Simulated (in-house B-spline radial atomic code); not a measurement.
Mn³⁺ is squeezed into an impenetrable sphere of radius R (the orbitals vanish at R). No spin polarisation. Caution: exact exchange at fractional occupations of open shells leaves self-interaction of up to several eV. Level of theory: non-relativistic B3LYP, spherical fractional occupations, point nucleus; calculated with an all-electron radial atomic-structure program (B-spline basis).

Energies in eV above the free ion in [Ar] 3d4:

```tsv
R (bohr)	highest level (eV)	[Ar] 3d4	[Ne] 3s2 3p5 3d5	-dE/dV in [Ar] 3d4 (GPa)
7.55	-41.4	0	51.66	2.28e-05
6.05	-41.4	0.0004342	51.66	0.00299
5.05	-41.4	0.007786	51.67	0.0745
4.45	-41.3	0.04168	51.71	0.499
3.52	-40.8	0.5181	52.24	9.63
2.98	-39.4	2.217	54.16	58.7
2.49	-35.8	8.804	61.47	357
2.18	-30.5	22.45	76.18	1270
1.87	-19.2	61.08	116.7	5050
1.29	51.4	477.6	535.4	93700
```

Problem. Does [Ne] 3s2 3p5 3d5 fall below [Ar] 3d4 under compression?

Solution. No, it stays above over the whole range.

The highest level is first positive in the row R = 1.29 bohr, pushed up by confinement above the zero of the free ion's potential. Each configuration is held fixed and needn't be the lowest in the sphere.
